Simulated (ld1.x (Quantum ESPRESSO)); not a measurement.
## arsenic (As), TM semilocal: configuration errors across variants

* Element: arsenic (As)
* Generator: ld1.x (Quantum ESPRESSO) 7.5
* Type: norm-conserving Troullier–Martins (semilocal form)
* Functional: LDA (PZ)
* Relativity: scalar-relativistic
* Frozen core: [Ar] 3d10
* Valence charge: 5
* Reference configuration: 4s2 4p2.5 (charge +0.5)
* Partial waves: 4p (bound): rc 2.05 bohr; 4s (bound): rc 1.60 bohr
* Local potential: the s channel
* Core correction: a·sin(br)/r model core inside 1.40 bohr

All-electron excitation energies from the reference (eV): (1) 4s2 4p3 -3.637; (2) 4s2 4p2 5.689; (3) 4s2 4p1 23.851; (4) 4s2 4p3.3 -4.915; (5) 4s1 4p3 15.850; (6) 4s0 4p5 15.569; (7) 4s1 4p0 103.005; (8) 4s2 4p2.5 spin -1.025; (9) 4s2 4p3 spin -4.961.

Spin tests fill each open shell by Hund’s rule, majority spin first.

A semilocal file is local in each channel, so a ghost entry of none says nothing of the separable form that plane-wave codes build from it.

Errors AE − PS in meV (a dash: test not solved or not reliable):

```csv
change,(1),(2),(3),(4),(5),(6),(7),(8),(9),bound ghosts
base,+0.5,-1.5,-16,+0.6,-8.5,-14,-284,+10,+13,none
wave 4p (bound): rc 2.05 bohr becomes 4p (bound): rc 1.42 bohr,+0.5,-1.2,-15,+0.7,-6.2,-6.9,-294,+8.2,+11,none
wave 4p (bound): rc 2.05 bohr becomes 4p (bound): rc 1.64 bohr,+0.4,-1.4,-15,+0.5,-9.8,-17,-273,+12,+15,none
wave 4p (bound): rc 2.05 bohr becomes 4p (bound): rc 1.90 bohr,+0.4,-1.5,-15,+0.5,-10.0,-18,-272,+12,+15,none
wave 4p (bound): rc 2.05 bohr becomes 4p (bound): rc 2.06 bohr,+0.5,-1.5,-16,+0.6,-8.5,-14,-284,+10,+13,none
wave 4p (bound): rc 2.05 bohr becomes 4p (bound): rc 2.36 bohr,+0.6,-1.5,-19,+0.9,-3.6,-0.9,-329,+5.1,+7.0,none
wave 4p (bound): rc 2.05 bohr becomes 4p (bound): rc 2.60 bohr,+0.7,-1.5,-23,+1.3,+1.9,+12,-387,-0.3,+0.8,none
wave 4p (bound): rc 2.05 bohr becomes 4p (bound): rc 2.86 bohr,+0.8,-1.6,-28,+1.7,+7.4,+24,-451,-5.0,-4.6,none
```

Problem. Give the same row for: wave 4p (bound): rc 2.05 bohr becomes 4p (bound): rc 3.06 bohr.

Solution. +0.9, -1.7, -32, +1.9, +10, +30, -489, -7.2, -7.3; bound ghosts: none.
